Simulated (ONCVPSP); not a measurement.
**boron, ONCV: configuration errors across variants**

```json
{
 "Element": "B (Z = 5)",
 "Generator": "ONCVPSP 4.0.1",
 "Type": "optimised norm-conserving Vanderbilt (ONCV)",
 "Functional": "PBE",
 "Relativity": "scalar-relativistic",
 "Frozen core": "[He]",
 "Valence charge": "3",
 "Reference configuration": "2s2 (charge +1)",
 "Partial waves": "2s: rc 1.35 bohr, ncon 3, nbas 6, qcut 5.8 1/bohr, 2 projectors, debl 1.2 Ha; p scattering state at 0.19 Ha: rc 1.25 bohr, ncon 3, nbas 7, qcut 6.6 1/bohr, 2 projectors, debl 2.7 Ha; d scattering state at 0.23 Ha: rc 1.50 bohr, ncon 5, nbas 8, qcut 5.9 1/bohr, 2 projectors, debl 1 Ha",
 "Local potential": "polynomial inside 1.25 bohr (lpopt 4, dvloc0 0 Ha)",
 "Core correction": "none"
}
```

In the p channel the program set the typed energies aside and used 0.050, 2.750 Ha.

All-electron excitation energies from the reference (eV): (1) 2s2 2p1 -8.219; (2) 2s1 25.422; (3) 2s2 2p0.5 -5.332.

Errors AE − PS in meV (a dash: test not solved or not reliable):

| change | (1) | (2) | (3) | bound ghosts | GHOST(+) flags above zero |
| --- | --- | --- | --- | --- | --- |
| base | +27 | +26 | +12 | none | none |
| s: rc 1.02; local potential polynomial inside 1.02 bohr (lpopt 4, dvloc0 0 Ha) | +27 | +25 | +12 | none | s |
| p: qcut 4.5 | +30 | +26 | +13 | none | none |
| d: rc 1.84 | +27 | +26 | +12 | none | none |
| core correction Teter function, fcfact 4.25, rcfact 1.7 | +7.7 | +14 | +3.2 | none | none |
| p: nproj 0; local potential the p channel | -13 | +26 | -9.4 | none | none |
| d: qcut 6 | +27 | +26 | +12 | none | none |

Problem. Give the same row for: s: qcut 3.7; p: qcut 4.2; d: qcut 3.7.

Solution. +36, +22, +15; bound ghosts: none; GHOST(+) flags above zero: d.
